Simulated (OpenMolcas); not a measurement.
## Br III: from CASSCF to CASPT2

- Program: OpenMolcas 26.06
- Basis: ANO-RCC-VQZP [7s6p4d2f1g]
- Scalar Hamiltonian: DKH2, point nucleus
- Active space: 3 electrons in 3 orbitals (4p)
- State averaging: 2S+1 = 4 odd, 1 root; 2S+1 = 2 odd, 8 roots
- Spin-orbit coupling: RASSI with atomic mean-field integrals over the reference wave functions, term energies averaged over their components

Methods on the same reference wave functions:
A. CASSCF
B. SS-CASPT2, IPEA 0.25 Eh, imaginary shift 0.1 Eh (closed shells correlated: 3d 4s)

Energies in cm-1 above 4s2 4p3 4S* 3/2, the measured ground level; measured values from Moore, Atomic Energy Levels, vol. II, NSRDS-NBS 35 (1971 reprint of NBS Circular 467, 1952).

```
          Level      A      B  Measured
4s2 4p3 4S* 3/2    0.0    0.0       0.0
4s2 4p3 2D* 3/2  19941  16100          
4s2 4p3 2D* 5/2  20672  16920          
4s2 4p3 2P* 1/2  34150  28660     26915
4s2 4p3 2P* 3/2  35137  29790     28579
```

Deviations, from unrounded energies. A percentage is the sum of absolute deviations over the sum of measured energies, with the sign that they share, or ± where signs differ.

```
                        Against measurement  Levels      A     B
             mean absolute deviation (cm-1)       2   6900  1500
other terms of the ground configuration (%)       2  +24.9  +5.3
```

B lies closest to measurement on these levels. The largest miss of B in the table is 4s2 4p3 2P* 1/2, by +1700 cm-1. The ranking rests on the paired levels alone, and a cruder setting can come out closer through cancelling errors.

From A to B the spin-free energies of the other terms of 4s2 4p3 shown, above 4S*, scale by factors of 0.81 to 0.84.

The lowest spin-free term lies below A's lowest term by 0.175 hartree in B.

CASPT2 breaks the degeneracy within a term, and the mean is taken; among the terms shown or strongly mixed into the levels shown the widest spread is 58 cm-1 (4s2 4p3 2D*, B). With the s shell closed, the reference lacks s² → p² mixing. Measured partners are found by configuration, term and J. A level has none where our copy of the source lacks it or the pairing is in doubt (some pairs that miss far off the trend of their configuration count as doubtful), and it then counts in no deviation. Only configurations of the active space appear.

* marks odd parity.
